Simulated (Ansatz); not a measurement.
Coupled-cluster diagnostics for Be2Cl4⁻, Ansatz.

Geometry of the doublet (B3LYP-D4/def2-SVPD):

```xyz
6

Be   -1.432    1.058    1.199
Be    0.489   -0.362   -0.411
Cl   -0.012    1.834    0.007
Cl   -1.199   -0.931    1.030
Cl    2.206   -0.795    0.410
Cl   -0.053   -0.804   -2.234
```

Correlated methods freeze 20 core orbitals. Another isomer (doublet) lies 0.31 eV lower at PBE0-D4/def2-TZVPD; other spin states weren't run for this one.

Task: Estimate the CCSD(T) correlation energy, the shares of MP2 and (T), T1 and the reference's ⟨S²⟩ for: charge -1, doublet, own geometry in def2-SVPD; and the rough time on 4 threads of Arm Neoverse V1 on a shared host.

Result: 
```csv
state,basis,correlation (eV),MP2 share (%),(T) share (%),T1,⟨S²⟩ (pure),wall time
"charge -1, doublet, own geometry",def2-SVPD,-19.550,90.9,2.6,0.009,0.75 (0.75),50 s
```
Customary marks for T1 are 0.02 (closed shells), 0.045 (open shells) and about 0.05 (3d metals). T1 stays under 0.02 throughout.
